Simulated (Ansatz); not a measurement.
The cluster Nb₃O₅. The state is a quartet with charge 0. Geometry PBE0-D4/def2-SVP; atoms count from 1.

```
atom   x (Å)   y (Å)   z (Å)
 Nb1   0.456   1.298  -0.776
 Nb2  -0.741  -1.339  -0.991
 Nb3  -1.037   0.156   1.618
  O4   0.316  -2.654  -0.945
  O5  -0.258  -0.499   2.966
  O6  -0.451   1.825   0.824
  O7  -0.397   0.234  -2.104
  O8   2.112   0.977  -0.592
```

In the def2 sets Nb takes a core potential; there is no spin–orbit coupling. At PBE0-D4/def2-TZVP a doublet of charge 0 lies 0.61 eV below the quartet, each at its own geometry. The structure comes from a short search, and lower isomers may exist.

Problem. Estimate the Mulliken populations from the PBE0/def2-TZVP orbitals of Ansatz.

Solution. 
| atom | charge (e) | spin (α − β) | d electrons |
| --- | --- | --- | --- |
| Nb1 | 1.43 | 0.02 | 2.94 |
| Nb2 | 0.83 | 1.50 | 3.19 |
| Nb3 | 0.93 | 1.59 | 3.12 |
| O4 | -0.54 | -0.07 | – |
| O5 | -0.55 | -0.07 | – |
| O6 | -0.79 | 0.01 | – |
| O7 | -0.77 | 0.02 | – |
| O8 | -0.55 | 0.02 | – |
Mulliken values depend strongly on the basis.

Problem. Where does the spin sit?

Solution. Summed by element: Nb 3.10, O -0.10, of 3 unpaired in all. Largest on single atoms: Nb3 1.59, Nb2 1.50, O4 -0.07.

Problem. And the Mayer bond orders between heavy atoms (over 0.3)?

Solution. Nb1–Nb2 0.67 (2.90 Å); Nb1–Nb3 0.36 (3.04 Å); Nb1–O6 0.93 (1.91 Å); Nb1–O7 0.95 (1.90 Å); Nb1–O8 2.08 (1.70 Å); Nb2–Nb3 1.00 (3.02 Å); Nb2–O4 2.14 (1.69 Å); Nb2–O7 0.81 (1.96 Å); Nb3–O5 2.12 (1.69 Å); Nb3–O6 0.84 (1.94 Å).
